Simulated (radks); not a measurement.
Results of a calculation; reference values are marked as such.
The mean radii <r> (bohr) of the occupied orbitals of an atom or ion are listed with their occupations. Level of theory: Dirac Kohn-Sham, PBEsol, spin-unpolarised, spherical densities, finite nucleus; Fermi nuclear charge, rms radius of each element as measured or else 0.836 A^(1/3) + 0.57 fm (a radial shooting solver on a logarithmic mesh with Libxc functionals).

| orbital | occ. | <r> |
|---|---|---|
| 1s1/2 | 2 | 0.01867 |
| 2s1/2 | 2 | 0.07837 |
| 2p1/2 | 2 | 0.06489 |
| 2p3/2 | 4 | 0.07273 |
| 3s1/2 | 2 | 0.2044 |
| 3p1/2 | 2 | 0.1943 |
| 3p3/2 | 4 | 0.2089 |
| 3d3/2 | 4 | 0.1830 |
| 3d5/2 | 6 | 0.1875 |
| 4s1/2 | 2 | 0.4574 |
| 4p1/2 | 2 | 0.4627 |
| 4p3/2 | 4 | 0.4951 |
| 4d3/2 | 4 | 0.5118 |
| 4d5/2 | 6 | 0.5228 |
| 5s1/2 | 2 | 1.056 |
| 5p1/2 | 2 | 1.146 |
| 4f5/2 | 6 | 0.5933 |
| 4f7/2 | 6 | 0.6011 |
| 5p3/2 | 4 | 1.233 |
| 5d3/2 | 1 | 1.611 |
| 6s1/2 | 2 | 2.637 |
| 6p1/2 | 2 | 3.200 |
| 6p3/2 | 2 | 3.488 |

Name the element and its charge. Open shells, if any, fill j = l - 1/2 first.

Answer. Z = 73, tantalum, charge 0: Ta in [Xe] 4f12 5d1 6s2 6p4. The 1s radius gives Z: for a bare nucleus <r> = (2 gamma + 1)/(2Z) with gamma = sqrt(1 - (Z/c)^2), 0.01844 bohr for Z = 73, and screening makes it slightly larger (0.01867 here). The occupations add up to 73, and the charge is Z minus that.
